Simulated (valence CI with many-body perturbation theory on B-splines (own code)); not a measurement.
**Level structure of Kr21+**

Calculated by relativistic CI+MBPT: five valence electrons over a frozen Dirac-Fock core [Ne], a basis of 9 s, 9 p, 8 d, 6 f, 3 g, 1 h functions for each j, with the one-electron correlation potential Σ1 (screened to all orders), the two-electron term Σ2, the three-electron term Σ3, Breit, model QED; selected single and double excitations, second order for the rest (own B-spline code, finite nucleus).

No measured spectrum was set against this ion. As an estimate, levels of excited configurations hold to 0.05 to 0.15 % of their energy, terms of the ground configuration to about 0.5 %. Among the levels kept, up to 460 cm⁻¹ of a level comes from second order outside the variational space, and about a tenth of that is noise between levels of different J, which matters for small intervals.

Levels 1 to 45 of 47, with energies above the lowest level, 3s2.3p3 4S°_3/2. "Leading %" is the weight of the configuration and term that name the level; weights of strongly mixed levels are sums over their largest components and can fall short.

| No. | Configuration | Term | J | E (cm⁻¹) | Leading % | g | Second component |
| --- | --- | --- | --- | --- | --- | --- | --- |
| 1 | 3s2.3p3 | 4S° | 3/2 | 0 | 67 | 1.744 | 21 % 3s2.3p3 2P° |
| 2 | 3s2.3p3 | 2D° | 3/2 | 78301 | 63 | 1.143 | 23 % 3s2.3p3 4S° |
| 3 | 3s2.3p3 | 2D° | 5/2 | 107230 | 97 | 1.198 |  |
| 4 | 3s2.3p3 | 2P° | 1/2 | 153340 | 97 | 0.663 |  |
| 5 | 3s2.3p3 | 2P° | 3/2 | 216930 | 64 | 1.243 | 25 % 3s2.3p3 2D° |
| 6 | 3s.3p4 | 4P | 5/2 | 514180 | 82 | 1.565 | 8 % 3s2.3p2.3d 4P |
| 7 | 3s.3p4 | 4P | 3/2 | 565410 | 77 | 1.642 | 10 % 3s2.3p2.3d 4P |
| 8 | 3s.3p4 | 4P | 1/2 | 577720 | 76 | 2.579 | 11 % 3s.3p4 2S |
| 9 | 3s.3p4 | 2D | 3/2 | 639660 | 53 | 0.963 | 13 % 3s2.3p2.3d 2D |
| 10 | 3s.3p4 | 2D | 5/2 | 664690 | 68 | 1.229 | 20 % 3s2.3p2.3d 2D |
| 11 | 3s2.3p2.3d | 4F | 3/2 | 714330 | 28 | 0.916 | 21 % 3s2.3p2.3d 2P |
| 12 | 3s2.3p2.3d | 4F | 3/2 | 728590 | 48 | 0.848 | 23 % 3s2.3p2.3d 2P |
| 13 | 3s.3p4 | 2S | 1/2 | 728850 | 28 | 1.199 | 28 % 3s.3p4 2P |
| 14 | 3s2.3p2.3d | 4F | 5/2 | 743150 | 61 | 1.122 | 23 % 3s2.3p2.3d 4D |
| 15 | 3s2.3p2.3d | 2F | 5/2 | 773280 | 68 | 0.943 | 20 % 3s2.3p2.3d 4F |
| 16 | 3s2.3p2.3d | 4F | 7/2 | 783090 | 84 | 1.237 | 9 % 3s2.3p2.3d 4D |
| 17 | 3s2.3p2.3d | 4D | 1/2 | 786210 | 65 | 0.597 | 19 % 3s.3p4 2S |
| 18 | 3s2.3p2.3d | 2F | 7/2 | 795830 | 51 | 1.243 | 40 % 3s2.3p2.3d 4D |
| 19 | 3s2.3p2.3d | 4D | 3/2 | 802580 | 74 | 1.121 | 11 % 3s2.3p2.3d 4F |
| 20 | 3s2.3p2.3d | 4F | 9/2 | 813230 | 78 | 1.286 | 20 % 3s2.3p2.3d 2G |
| 21 | 3s2.3p2.3d | 2P | 1/2 | 823800 | 24 | 0.958 | 24 % 3s2.3p2.3d 4D |
| 22 | 3s2.3p2.3d | 4D | 5/2 | 824970 | 52 | 1.207 | 24 % 3s2.3p2.3d 2F |
| 23 | 3s2.3p2.3d | 2G | 7/2 | 871870 | 38 | 1.149 | 32 % 3s2.3p2.3d 4D |
| 24 | 3s.3p4 | 2P | 3/2 | 884330 | 42 | 1.215 | 30 % 3s2.3p2.3d 2P |
| 25 | 3s2.3p2.3d | 4P | 5/2 | 895680 | 68 | 1.513 | 8 % 3s2.3p2.3d 4D |
| 26 | 3s2.3p2.3d | 2G | 7/2 | 898870 | 46 | 1.070 | 36 % 3s2.3p2.3d 2F |
| 27 | 3s2.3p2.3d | 4P | 3/2 | 908730 | 55 | 1.524 | 21 % 3s2.3p2.3d 2P |
| 28 | 3s2.3p2.3d | 4P | 1/2 | 914890 | 57 | 2.210 | 14 % 3s2.3p2.3d 2P |
| 29 | 3s2.3p2.3d | 2G | 9/2 | 920960 | 78 | 1.155 | 20 % 3s2.3p2.3d 4F |
| 30 | 3s2.3p2.3d | 2D | 3/2 | 933560 | 68 | 0.979 | 14 % 3s2.3p2.3d 4P |
| 31 | 3s2.3p2.3d | 2P | 1/2 | 958070 | 38 | 1.049 | 35 % 3s.3p4 2P |
| 32 | 3s2.3p2.3d | 2D | 5/2 | 965240 | 70 | 1.143 | 11 % 3s2.3p2.3d 2F |
| 33 | 3s2.3p2.3d | 2D | 3/2 | 990470 | 60 | 0.952 | 15 % 3s.3p4 2D |
| 34 | 3s2.3p2.3d | 2P | 1/2 | 993520 | 75 | 0.906 | 14 % 3s2.3p2.3d 2S |
| 35 | 3s2.3p2.3d | 2F | 5/2 | 996230 | 43 | 1.082 | 30 % 3s2.3p2.3d 2D |
| 36 | 3s2.3p2.3d | 2D | 5/2 | 1014100 | 83 | 1.189 | 5 % 3s2.3p2.3d 2F |
| 37 | 3s2.3p2.3d | 2F | 7/2 | 1030300 | 92 | 1.132 |  |
| 38 | 3s2.3p2.3d | 2P | 3/2 | 1045800 | 69 | 1.240 | 12 % 3s2.3p2.3d 2D |
| 39 | 3s2.3p2.3d | 2S | 1/2 | 1055800 | 52 | 1.825 | 14 % 3s.3p4 2S |
| 40 | 3s2.3p2.3d | 2D | 3/2 | 1088700 | 88 | 0.846 | 4 % 3s2.3p2.3d 2P |
| 41 | 3s2.3p2.3d | 2D | 5/2 | 1094400 | 61 | 1.103 | 31 % 3s2.3p2.3d 2F |
| 42 | 3s.3p3.3d | 6D° | 1/2 | 1150800 | 92 | 3.263 | 6 % 3s.3p3.3d 4P° |
| 43 | 3s.3p3.3d | 6D° | 3/2 | 1152200 | 90 | 1.819 |  |
| 44 | 3s.3p3.3d | 6D° | 5/2 | 1153900 | 88 | 1.613 | 4 % 3s.3p3.3d 4D° |
| 45 | 3s.3p3.3d | 6D° | 7/2 | 1157000 | 86 | 1.551 | 6 % 3s.3p3.3d 4D° |

Names give the largest LS component (configuration and term), which can be under half, so a name can repeat, a term be missing and a line seem to break the LS rules; names also repeat where a configuration has a term twice.

The ionisation energy to 3s2.3p2 3P_0 of the next ion comes out as 936.88 eV (NIST: 945 ± 3 eV (semi-empirical), further off than twice its uncertainty). All 47 levels together are meant to be complete up to 1213000 cm⁻¹.
